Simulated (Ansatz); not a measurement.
Consider the silylene formation by 1,1-elimination: `CC[SiH2]S` → H₂ + `CC[Si]S`.

Program: Ansatz. Geometries: PBE0-D4/def2-TZVP. ΔE: electronic, gas phase. CCSD(T)/CBS adds triple-zeta CCSD(T) − MP2 to the extrapolated MP2 energy (def2 sets, frozen cores). This one scheme is used for every species. DFT in def2-TZVPP. Each species was taken in one conformer, which may not be the lowest.

`CC[SiH2]S`:

Z-matrix (Å, degrees):
```
C
C 1 1.527
H 1 1.093 2 111.4
H 1 1.093 2 111.5 3 120.0
H 1 1.093 2 111.4 3 -120.0
Si 2 1.871 1 112.8 3 -60.7
H 2 1.095 1 111.0 3 60.6
H 2 1.096 1 110.5 3 178.1
S 6 2.143 2 113.0 1 178.5
H 6 1.489 2 109.5 1 -58.0
H 6 1.486 2 111.0 1 62.3
H 9 1.344 6 94.7 2 64.1
```

H₂:

```xyz
2

H     0.261    0.028    0.265
H    -0.261   -0.028   -0.265
```

`CC[Si]S`:

```xyz
10

C     1.408   -0.012   -0.573
C     0.042    0.155    0.084
Si   -1.169   -1.271   -0.294
S    -2.878   -0.586    0.789
H     2.078    0.817   -0.332
H     1.324   -0.059   -1.662
H     1.897   -0.934   -0.250
H     0.139    0.225    1.176
H    -0.433    1.093   -0.232
H    -2.408    0.572    1.294
```

```
        level  ΔE (kcal/mol)
  LDA (SPW92)           48.9
   r2SCAN0-D4           50.6
      ωB97X-V           50.1
       r2SCAN           48.2
      r2SCAN0           50.4
      LC-ωPBE           52.5
HF/def2-TZVPP           50.6
MP2/CBS(def2)           48.6
```

(1) What does CCSD(T)/CBS give? (Estimate.)

Largest T1 diagnostic among the species: 0.013.

Results:

(1) The calculation gave: +46.4 kcal/mol. The listed levels differ from it by 2.5, 4.2, 3.7, 1.8, 4.0, 6.1, 4.2, 2.2 kcal/mol.

From r2SCAN to r2SCAN0 (25 % exact exchange), in def2-TZVPP and without D4, ΔE moves by +2.2 kcal/mol. Leaving LDA and LC-ωPBE aside and taking each functional with its dispersion term where it has one, the values, not all of them listed here, spread over 10.6 kcal/mol, from BLYP-D4 to r2SCAN0-D4. LDA lies +5.8 kcal/mol from PBE without D4.
